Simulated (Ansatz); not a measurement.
C$_{4}$H$_{6}$O$_{2}$S, SMILES `O=S1(=O)CC=CC1`, 13 atoms. Charge 0, multiplicity 1. All runs use 2 threads of an AMD EPYC 7R13 on a shared host and a share of an NVIDIA H100 80 GB. Correlated methods freeze the cores. Open-shell runs search over several starts.

Task: How many basis functions does each run have, and how long does it take in Ansatz? UKS ωB97M-V/def2-TZVPP energy of the cation; RHF-CCSD(T)/def2-TZVPP energy; UKS B2PLYP (frozen core)/def2-TZVPP energy of the cation; UKS r2SCAN-D4/def2-TZVPP energy of the cation; RKS ωB97M-V/def2-TZVPP energy and forces; UKS PBE-D4/def2-TZVPP energy of the cation; UHF-CCSD(T)/def2-TZVPP energy of the cation; UKS PBE0-D4/def2-TZVPP energy of the cation; direct RPA on PBE orbitals/def2-TZVPP energy; UHF-MP2/def2-QZVPP energy of the cation; RKS BHLYP-D4/def2-TZVPP energy; RKS ωB97M-V/def2-QZVPP energy. (Best estimate.)

Result: Computed: Other jobs shared the machine, so times are rough.

```tsv
level	job	functions	wall time	peak host memory (GiB)
RKS BHLYP-D4/def2-TZVPP	energy	312	4.7 s	0.83
RKS ωB97M-V/def2-QZVPP	energy	592	7 s	1.2
direct RPA on PBE orbitals/def2-TZVPP	energy	312	8.6 s	1.4
RKS ωB97M-V/def2-TZVPP	energy and forces	312	9.5 s	0.93
RHF-CCSD(T)/def2-TZVPP	energy	312	11 s	0.84
UKS PBE0-D4/def2-TZVPP	energy of the cation	312	13 s	0.91
UKS B2PLYP (frozen core)/def2-TZVPP	energy of the cation	312	15 s	1.5
UKS PBE-D4/def2-TZVPP	energy of the cation	312	17 s	0.88
UKS ωB97M-V/def2-TZVPP	energy of the cation	312	19 s	1.1
UKS r2SCAN-D4/def2-TZVPP	energy of the cation	312	19 s	0.96
UHF-MP2/def2-QZVPP	energy of the cation	592	22 s	1.3
UHF-CCSD(T)/def2-TZVPP	energy of the cation	312	44 s	1.4
```
